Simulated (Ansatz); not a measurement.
Basis-set extrapolation for C2H8FNOSi (`CC[Si](N)(O)F`) (PBE0-D4/def2-TZVP geometry, frozen core, Ansatz 0.2.0). Multiplicity 1, RHF reference.

|  | def2-TZVPP | def2-QZVPP |
| --- | --- | --- |
| HF | -598.409922 | -598.434549 |
| MP2 correlation | -1.174425 | -1.266369 |
| CCSD(T) correlation | -1.256048 | not run |

Energies in hartree. Use E(X) = E(∞) + A·exp(−7.88·√X) for Hartree–Fock and E(X) = E(∞) + B·X^(−2.97) for correlation, with X = 3 and 4, and add CCSD(T) minus MP2 of the smaller set to the MP2 limit.

Problem. What is the CCSD(T) energy at the basis-set limit?

Solution. HF limit: -598.434549 + (-0.024627) × 0.13774 = -598.43794. MP2 limit: -1.266369 + (-0.091944) × 0.74074 = -1.33448. Higher-order term: -1.256048 − (-1.174425) = -0.08162. Total: -599.85404 hartree, 493.8 kJ/mol below CCSD(T)/def2-TZVPP.
